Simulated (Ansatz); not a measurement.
`FB(F)Br` + CH₃SH → `CSB(F)F` + HBr at 600 K and 1 bar (ligand exchange at a B–Br bond).

Isolated molecules relaxed with PBE0-D4/def2-TZVP in Ansatz; ΔE leaves out vibrations. CCSD(T)/CBS adds triple-zeta CCSD(T) − MP2 to the extrapolated MP2 energy (def2 sets, frozen cores). This one scheme is used for every species. For Br outer-core shells are correlated without core-valence functions, which leaves a few kJ/mol of doubt a bond. Scalar relativity is left out up to krypton. One conformer a species, not always the lowest.

| species | CCSD(T)/CBS energy (Eh) | H − E (kJ/mol) | S (J/(mol·K)) |
| --- | --- | --- | --- |
| `FB(F)Br` | -2797.85348 | 59.5 | 332.0 |
| CH₃SH | -438.22835 | 152.3 | 296.8 |
| `CSB(F)F` | -662.16308 | 179.3 | 404.3 |
| HBr | -2573.91920 | 33.5 | 219.1 |

H − E and S are ideal-gas, rigid-rotor, harmonic terms from PBE0-D4/def2-TZVP, for one conformer and one mirror image of each species. 1 Eh = 2625.50 kJ/mol, R = 8.31446 J/(mol·K).

**Question.** By hand: ΔE, ΔH, ΔS and ΔG.

**Answer.** ΔE = (-662.16308) + (-2573.91920) − (-2797.85348) − (-438.22835) = -0.00045 Eh = -1.2 kJ/mol. Δ(H − E) = 179.3 + 33.5 − 59.5 − 152.3 = 1.0, so ΔH = -0.2 kJ/mol. ΔS = 404.3 + 219.1 − 332.0 − 296.8 = -5.4 J/(mol·K). ΔG = -0.2 − 600 × (-5.4)/1000 = 3.0 kJ/mol.

**Question.** By hand: the equilibrium constant, and the temperature at which ΔG would vanish if ΔH and ΔS stayed fixed.

**Answer.** log₁₀ K = −ΔG/(RT ln 10) = -0.3. ΔG = 0 at ΔH/ΔS = 37 K, though so small a ΔH makes that figure unsure.

TΔS isn't small against ΔH here. The sign of ΔG lies within the doubt. A doubt of 5 kJ/mol in ΔE shifts log₁₀ K by 0.4 here. Other conformers and mirror images would add mixing entropy, several J/(mol·K) or more a flexible species. These are equilibria of isolated gas molecules and say nothing of rates. Largest T1 diagnostic: 0.012 (customary marks: 0.02 for closed shells, 0.045 for open ones).
